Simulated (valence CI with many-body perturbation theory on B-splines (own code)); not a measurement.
Basis-set convergence for Os37+

Calculated by configuration interaction combined with many-body perturbation theory (CI+MBPT): three valence electrons over a frozen Dirac-Fock core [Kr], radial functions for each j: 7 s, 7 p, 8 d, 6 f, 4 g, 1 h, with the one-electron correlation potential Σ1 (screened to all orders), the two-electron term Σ2, the three-electron term Σ3, Breit, model QED; selected single and double excitations, second order for the rest, scaled by the run's own slope (own B-spline code, finite nucleus).

The last digits are not significant, and no measured levels were compared; by estimate large intervals hold to a few tenths of a per cent, small ones and those within an open d or f shell to about a per cent. Only levels of the ground parity were solved; by the run's estimate the other parity begins above the list, which can be wrong where configurations are misplaced.

The reference run has the lowest level (4d3/2^3) J=3/2 and an ionisation energy of 1662.25 eV. Its largest variational space holds 4946 state functions.

Levels are named by their leading jj configuration (3d3/2^4 stands for four electrons in 3d with j = 3/2), which in mixed levels can hold well under half, so a name can repeat and another be missing. Letters in brackets count levels of one name in rising energy.

Changed runs:
A. basis 6 s, 6 p, 5 d, 5 f, 1 g
B. basis 5 s, 5 p, 4 d, 4 f

Excitation energies of the reference run in cm⁻¹, and shifts in cm⁻¹:

```
                    Level  Reference       A      B
(4d3/2^2 4d5/2) J=5/2 [a]     143558    -156   -466
    (4d3/2^2 4d5/2) J=3/2     163421    -102    -32
    (4d3/2^2 4d5/2) J=7/2     176227     -29    +80
    (4d3/2^2 4d5/2) J=9/2     178718     +15   +283
    (4d3/2^2 4d5/2) J=1/2     180255     -63   +203
(4d3/2^2 4d5/2) J=5/2 [b]     248791     +56   +629
(4d3/2 4d5/2^2) J=7/2 [a]     317360    -116   -267
    (4d3/2 4d5/2^2) J=9/2     332128    -105   -111
(4d3/2 4d5/2^2) J=3/2 [a]     346235     -47    +21
    (4d3/2 4d5/2^2) J=1/2     355632     -11   +405
(4d3/2 4d5/2^2) J=5/2 [a]     361595     -33   +306
   (4d3/2 4d5/2^2) J=11/2     363734     +19   +510
   Ionisation energy (eV)    1662.25  -0.043  -0.11
```
